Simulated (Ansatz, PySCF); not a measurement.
This PySCF input computes a PBE0/def2-TZVPD energy:

```python
from pyscf import gto, scf, dft

mol = gto.M(
    atom='''
    B     1.41155008    0.04231888   -0.16385306
    O     0.06571223    0.41031435    0.11165855
    C    -1.16694541   -0.45831144    0.01179638
    H     1.55692687   -1.07242527   -0.50764320
    H     2.19013816    0.91056289   -0.00741720
    H    -0.80143997   -1.42434030   -0.31603117
    H    -1.59823926   -0.49286798    1.00667723
    H    -1.81394576    0.01188677   -0.72121156
    H    -0.11521579    1.32294340    0.40084452
    ''',
    basis='def2-tzvpd',
    charge=1,
    spin=0,
    verbose=4,
)

mf = dft.RKS(mol, xc='pbe0').density_fit(auxbasis='def2-universal-jkfit')
mf.grids.level = 3
mf.conv_tol = 1e-9
mf.max_cycle = 100
mf.max_memory = 1500
mf.kernel()
if not mf.converged:
    mf = mf.newton()
    mf.kernel(mf.make_rdm1())
mf.analyze()
```

Write an input for the same energy in Ansatz (an electronic-structure program) and say what it gives.


Ansatz 0.2 input:
```yaml
crystal:
  periodic: [false, false, false]
  atoms:
    - {symbol: B, position_ang: [1.41155008, 0.04231888, -0.16385306]}
    - {symbol: O, position_ang: [0.06571223, 0.41031435, 0.11165855]}
    - {symbol: C, position_ang: [-1.16694541, -0.45831144, 0.01179638]}
    - {symbol: H, position_ang: [1.55692687, -1.07242527, -0.50764320]}
    - {symbol: H, position_ang: [2.19013816, 0.91056289, -0.00741720]}
    - {symbol: H, position_ang: [-0.80143997, -1.42434030, -0.31603117]}
    - {symbol: H, position_ang: [-1.59823926, -0.49286798, 1.00667723]}
    - {symbol: H, position_ang: [-1.81394576, 0.01188677, -0.72121156]}
    - {symbol: H, position_ang: [-0.11521579, 1.32294340, 0.40084452]}
basis:
  gaussian:
    orbitals: def2-TZVPD
hamiltonian:
  xc: {name: PBE0}
total_charge: 1
output: {forces: true}
```
It gives -141.37907 Eh, and PySCF -141.37916 Eh, a difference of 0.09 mEh, from the treatment of integrals and grids.

It need not be the lowest isomer of its formula.
